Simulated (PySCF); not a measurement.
# S²⁺: excitation energy

S²⁺ [Ne] 3s2 3p2 (3P) → S²⁺ [Ne] 3s1 3p2 4s1 (5P), as a difference of total energies. All numbers are calculated (PySCF 2.14, scalar relativity by spin-free X2C-1e, in aug-cc-pCVTZ-DK). Correlated levels: valence: [Ne] frozen; valence and next inner shell: 1s2 frozen; nothing frozen. The calculations carry no spin-orbit coupling.

| method | excitation energy (eV) |
| --- | --- |
| UHF | 24.736 |
| LDA | 26.383 |
| PBE | 26.317 |
| PBE0 | 26.279 |
| r2SCAN | 26.008 |
| BLYP | 26.722 |
| HSE06 | 26.262 |
| r2SCAN0 | 26.031 |
| MN15 | 26.224 |
| MP2 (valence) | 26.039 |
| SCS-MP2 (valence) | 26.524 |
| MP2 (valence and next inner shell) | 26.252 |
| SCS-MP2 (valence and next inner shell) | 26.684 |
| MP2 (all electrons) | 26.248 |
| SCS-MP2 (all electrons) | 26.681 |

Question: How much does correlation contribute at MP2 (all electrons)?

Answer: 26.248 − (24.736) = 1.512 eV, measured against UHF.

A first-order spin-orbit estimate (lowest level to lowest level, LS coupling) adds 0.009 eV.

The promoted electron is Rydberg-like, and one or two diffuse shells describe it only roughly, which tends to raise the upper state.
